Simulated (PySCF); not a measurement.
A structure optimised at PBE0-D3(BJ)/def2-SVP, used in a PySCF frequency run:

```xyz
8

B     -0.0075     0.0565     0.0000
F      1.2198     0.6018     0.0000
C     -0.1710    -1.4969     0.0000
H      0.3294    -1.9297     0.8814
H     -1.2230    -1.8103     0.0000
H      0.3294    -1.9297    -0.8814
O     -1.0685     0.8917     0.0000
H     -0.8025     1.8188     0.0000
```

Question: Write its SMILES, formula and point group.

Answer: CB(O)F, CH4BFO, Cs

Question: What are its rotational constants (standard atomic weights)?

Answer: 9.9837, 8.1460, 4.6142 GHz
